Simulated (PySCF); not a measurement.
A PySCF script (with the pyscf-properties extension) for the NMR shieldings of `BP(B)[SiH3]`, B2H7PSi, on a PBE0-D3(BJ)/def2-SVP geometry:

```python
import basis_set_exchange as bse
import numpy as np
from pyscf import gto, scf
from pyscf.prop import nmr

atoms = """
B    -0.016917    2.013641    0.202201
P     0.381251    0.222158    0.061692
B     2.122322   -0.375049    0.087446
Si   -1.284756   -1.271583    0.054709
H    -1.164992    2.378193    0.237849
H     0.906819    2.785944    0.243833
H     2.992388    0.457200    0.131488
H     2.358152   -1.556198    0.049287
H    -2.474496   -0.629369   -0.574124
H    -1.626591   -1.702194    1.442254
H    -0.846226   -2.455751   -0.738364
"""
names = dict.fromkeys(["B", "P", "Si", "H"], "pcSseg-2")
basis = {el: gto.basis.parse(bse.get_basis(n, elements=[el], fmt="nwchem")) for el, n in names.items()}
mol = gto.M(atom=atoms, basis=basis, charge=0, verbose=0)
mf = scf.RHF(mol)
mf.conv_tol = 1e-9
mf.kernel()

calc = nmr.RHF(mf)   # GIAO
C = mf.mo_coeff
Co = C[:, mf.mo_occ > 0]
resp = mf.gen_response(singlet=True, hermi=2)
def vind(x):   # induced exchange potential for any number of trial vectors
    d = np.einsum("pi,xij,qj->xpq", C, 2 * x.reshape(-1, C.shape[1], Co.shape[1]), Co, optimize=True)
    return np.einsum("xpq,pi,qj->xij", resp(d - d.transpose(0, 2, 1)), C, Co, optimize=True).ravel()
mo1, _ = nmr.rhf.solve_mo1(calc, with_cphf=vind)
sigma = calc.kernel(mo1)
for i, s in enumerate(sigma):   # ppm
    w = np.linalg.eigvalsh((s + s.T) / 2)
    print("%2d %-2s iso %8.1f  s11 %8.1f  s22 %8.1f  s33 %8.1f" % (i, mol.atom_pure_symbol(i), w.mean(), *w))
```

Problem. What are the results?

Solution. 
```
 0 B  iso     40.8  s11    -36.9  s22     19.9  s33    139.3
 1 P  iso    391.5  s11    174.0  s22    490.9  s33    509.6
 2 B  iso     40.7  s11    -37.3  s22     19.9  s33    139.4
 3 Si iso    454.5  s11    442.3  s22    447.5  s33    473.7
 4 H  iso     24.4  s11     18.1  s22     26.4  s33     28.8
 5 H  iso     24.3  s11     18.1  s22     26.4  s33     28.5
 6 H  iso     24.3  s11     18.1  s22     26.4  s33     28.5
 7 H  iso     24.4  s11     18.1  s22     26.4  s33     28.8
 8 H  iso     27.4  s11     24.2  s22     25.7  s33     32.3
 9 H  iso     27.4  s11     24.1  s22     25.5  s33     32.5
10 H  iso     27.4  s11     24.2  s22     25.7  s33     32.3
```

These numbers come from an equivalent density-fitted implementation of the same equations, which agrees with the script to about 0.01 ppm for H and up to a few tenths of a ppm for heavy atoms, so last digits may differ.

Size and cost of the density-fitted run: 256 basis functions, 12 s wall time on 1 thread of an Arm Neoverse V2, shared host.
